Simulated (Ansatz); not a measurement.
CHAlClNO, SMILES `O=C=[N][AlH][Cl]`, relaxed with RKS PBE0-D4/def2-TZVP in Ansatz from a PBE-D4/def2-SVP geometry. The force threshold is 0.005 eV/Å; the program also tests the step.

Total charge 0; spin multiplicity 1.

Start:

```xyz
6

O    -2.463    0.162    1.669
C    -1.507    0.134    0.977
N    -0.527    0.112    0.260
Al    0.942    0.016   -0.738
Cl    2.432   -1.352   -0.155
H     1.123    0.927   -2.012
```

(1) By how much does the energy fall, and how many steps does the optimiser take? (Estimate.)

(2) Which bonds change most? (Best estimate.)

(3) Give the relaxed structure. (Best estimate.)

## Answers

(1) The calculation gave: 4.32 kJ/mol, in 7 steps.

(2) Computed: Al4–Cl5 from 2.106 to 2.083 Å; N3–Al4 from 1.778 to 1.756 Å; C2–N3 from 1.214 to 1.197 Å; O1–C2 from 1.181 to 1.164 Å.

(3) The calculation gave: 
```xyz
6

O    -2.412    0.132    1.667
C    -1.485    0.131    0.964
N    -0.538    0.141    0.232
Al    0.926    0.023   -0.732
Cl    2.382   -1.341   -0.131
H     1.126    0.914   -1.999
```
